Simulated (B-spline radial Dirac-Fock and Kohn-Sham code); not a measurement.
## Kohn-Sham estimates against Dirac-Fock for the levels of Sb¹⁸⁺

System: antimony as Sb¹⁸⁺, 1s2 2s2 2p6 3s2 3p6 3d10 4s2 4p3.

The density-functional columns are spherical, spin-unpolarised Dirac-Kohn-Sham results without Breit or QED terms: −ε is minus the orbital energy of the initial state and ΔSCF the difference of two total energies. The reference in the last column comes from relaxed Dirac-Fock hole states (ΔSCF) with Breit and QED corrections and a finite nucleus. All numbers are from a radial B-spline solver, in eV; a selection of levels is shown. For the 1s level of heavy atoms much of the gap between ΔSCF and the reference is the Breit and QED part, -102.6 eV here; for other levels the error of the functional can be larger.

```
level   LDA −ε  LDA ΔSCF  Dirac-Fock
   1s  30736.1   31095.3     31002.2
   2s   5085.4    5160.4      5210.3
2p3/2   4540.9    4626.5      4639.3
   3s   1361.9    1393.7      1427.4
3p3/2   1194.9    1226.7      1247.3
3d3/2    984.7    1019.4      1019.0
3d5/2    974.7    1009.0      1009.3
   4s    553.2     569.1       568.3
   4p    500.2     515.6       513.2
```

Values without a named source are computed, but for edge energies of neutral atoms, which are taken from tables.
